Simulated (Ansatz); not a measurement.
H4Cl3GeNOSi (SMILES N[SiH2][O][Ge]([Cl])([Cl])[Cl]), singlet, at a GFN2-xTB geometry, with bond 8-1 at 2.4 times its length; Ansatz (a quantum-chemistry and plane-wave program) with CASSCF(6,6)/STO-3G.

Here is a job for Ansatz.
Ansatz 0.2 input:
```yaml
crystal:
  periodic: [false, false, false]
  atoms:
    - {symbol: Si, position_ang: [-2.44427868, -0.26499174, 1.00414765]}
    - {symbol: N, position_ang: [-3.10892372, 0.06753257, -0.54278124]}
    - {symbol: O, position_ang: [-0.84605184, 0.10858331, 0.93466717]}
    - {symbol: Ge, position_ang: [0.57312251, 0.03417900, -0.02310143]}
    - {symbol: Cl, position_ang: [0.84783351, -1.91851327, -0.76524516]}
    - {symbol: Cl, position_ang: [2.11650960, 0.59919920, 1.28240121]}
    - {symbol: Cl, position_ang: [0.37065299, 1.41373498, -1.61055316]}
    - {symbol: H, position_ang: [-3.36420490, 1.75840040, 3.72398713]}
    - {symbol: H, position_ang: [-2.58916340, -1.70080969, 1.22439503]}
    - {symbol: H, position_ang: [-2.77487005, 0.86264268, -1.06646191]}
    - {symbol: H, position_ang: [-4.09245680, -0.07031543, -0.70428589]}
basis:
  gaussian:
    orbitals: STO-3G
hamiltonian:
  xc: hf
magnetization: {spin_polarized: false}
correlation: {active_space: {window: {electrons: 6, orbitals: 6}}}
```

Output, abridged:

```
Functional definition: HF
770 factors; integrals over basis functions are off by at most 3.6e-5 eV
mean field evaluation 1: about -104236.4982 eV, gradient 2.9e1 eV
mean field evaluation 2: about -104236.5789 eV, gradient 2.9e1 eV
mean field evaluation 4: about -104240.5845 eV, gradient 1.5e1 eV
mean field evaluation 8: about -104244.3854 eV, gradient 3.9e-1 eV
mean field evaluation 16: about -104244.3832 eV, gradient 8.9e-7 eV
mean field -104244.38315221 eV, -3830.9104214631 hartree, gradient 8.9e-7 eV, S^2 0.000000; 1 other end points of the search recorded, 0 dependent functions left out
reference -104244.38315221 eV, -3830.9104214631 hartree; 58, 58 occupied and 10, 10 virtual orbitals, 770 factors
state -104250.34066701 eV, -3831.1293560936 hartree
Total energy: -104250.34066701 eV, -3831.1293560936 hartree
```
